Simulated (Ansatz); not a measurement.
Start from `C[Si](O)(Br)O[SiH3]` and change one atom or group to get `C[Si](N)(O)O[SiH3]`.

Ansatz, PBE0-D4/def2-TZVP geometries, multiplicity 1. Each molecule was computed in one conformer, which needn't be the lowest.

Scalar relativity is left out up to krypton. Spin–orbit coupling is left out; it splits and shifts lone-pair levels of the heavy atoms by tenths of an eV.

```csv
property,`C[Si](O)(Br)O[SiH3]`
LUMO energy (PBE/def2-TZVPP) / eV,-0.80
LUMO energy (ωB97M-V/def2-TZVPP) / eV,1.62
HOMO–LUMO gap (B3LYP/def2-TZVPP) / eV,7.94
LUMO energy (PBE0/def2-TZVPP) / eV,0.05
size of the dipole moment (B3LYP/def2-TZVPP) / D,0.84
HOMO–LUMO gap (PBE0/def2-TZVPP) / eV,8.46
```

**Question.** What does the change do to each property? (Best estimate.)

**Answer.** Ansatz gave: 
| property | `C[Si](N)(O)O[SiH3]` | shift |
| --- | --- | --- |
| LUMO energy (PBE/def2-TZVPP) / eV | -0.62 | 0.18 |
| LUMO energy (ωB97M-V/def2-TZVPP) / eV | 1.71 | 0.09 |
| HOMO–LUMO gap (B3LYP/def2-TZVPP) / eV | 7.29 | -0.65 |
| LUMO energy (PBE0/def2-TZVPP) / eV | 0.21 | 0.16 |
| size of the dipole moment (B3LYP/def2-TZVPP) / D | 1.85 | 1.01 |
| HOMO–LUMO gap (PBE0/def2-TZVPP) / eV | 7.80 | -0.66 |

With PBE0 the HOMO rises by 0.82 eV and the LUMO rises by 0.16 eV, so the gap narrows by about 0.66 eV. PBE moves the HOMO by 0.92 eV and ωB97M-V by 0.69 eV. Dipoles are sizes alone; their direction can turn.

B3LYP here is the variant with VWN-RPA as its local correlation; programs differ in this.
